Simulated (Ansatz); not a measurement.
Several settings on one geometry of TCNQ, `N#CC(C#N)=c1ccc(=C(C#N)C#N)cc1` (that of the charge 0 singlet, PBE-D4/def2-SVP). Ansatz on 4 threads of Arm Neoverse V2 on a shared host; times are rough.

```xyz
20

N     4.2794   -1.7688   -1.0145
C     3.6304   -0.9070   -0.5463
C     2.8314    0.1315    0.0181
C     3.5234    1.2394    0.5919
N     4.0837    2.1575    1.0676
C     1.4243    0.0659    0.0095
C     0.7386   -1.0630   -0.5757
C    -0.6295   -1.1266   -0.5845
C    -1.4244   -0.0664   -0.0087
C    -2.8314   -0.1314   -0.0183
C    -3.6303    0.9075    0.5455
N    -4.2791    1.7697    1.0131
C    -3.5235   -1.2388   -0.5929
N    -4.0838   -2.1564   -1.0695
C    -0.7386    1.0624    0.5768
C     0.6295    1.1259    0.5856
H     1.3362   -1.8750   -1.0166
H    -1.1436   -1.9902   -1.0324
H    -1.3362    1.8743    1.0178
H     1.1435    1.9895    1.0336
```

Totals from different functionals, basis sets or treatments of relativity can't be compared as stabilities.

Question: Give the basis size and estimate the energy, ⟨S²⟩ and time of these runs.

```csv
run,method,charge,state,further keys
1,RKS B97M-V/def2-SVP,0,singlet,"nuclear_model: gaussian; point_charges: [{charge: 0.50, position_ang: [8.218, 0.962, -0.211]}]; scf: {omitted_lower_state_checks: [starts]}; forces asked"
2,RKS ωB97/def2-mTZVP,0,singlet,–
3,RKS BHLYP/STO-3G,0,singlet,scf: {omitted_lower_state_checks: [starts]}
```

Answer: 
```csv
run,functions,energy (Eh),⟨S²⟩,wall time
1,244,-678.0611,–,23 s
2,316,-678.6250,–,18 s
3,84,-669.6052,–,1.9 s
```
